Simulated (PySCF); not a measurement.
## Electron correlation in Kr⁺ (krypton, charge +1)

[Ar] 3d10 4s2 4p5, 2P determinant. All numbers are calculated (PySCF 2.14, a scalar-relativistic core potential, in cc-pVDZ-PP with ECP10MDF (4s3p2d, 23 functions)). Frozen: 3s2 3p6 3d10; 7 electrons correlated.

MP2 pair energies summed by pair of shells (mhartree):

```json
{"pair": "4p-4p", "energy": "-63.62", "share (%)": "68.3"}
{"pair": "4s-4p", "energy": "-24.36", "share (%)": "26.2"}
{"pair": "4s-4s", "energy": "-5.15", "share (%)": "5.5"}
```

Total MP2 correlation energy: -93.13 mhartree.

Same-spin part -23.96 and opposite-spin part -69.17 mhartree; SCS-MP2 scales them by 1/3 and 6/5 to -90.99 mhartree.

| level | correlation energy (mhartree) |
| --- | --- |
| CCSD | -106.83 |
| (T) | -0.86 |
| CCSD(T) | -107.69 |

Diagnostics: T1 = 0.0047, D1 = 0.0158, largest double amplitude 0.049.

Task: Is a single reference adequate?

Result: Yes, within this model without spin-orbit coupling: T1 lies below 0.03 and no double amplitude reaches 0.07.
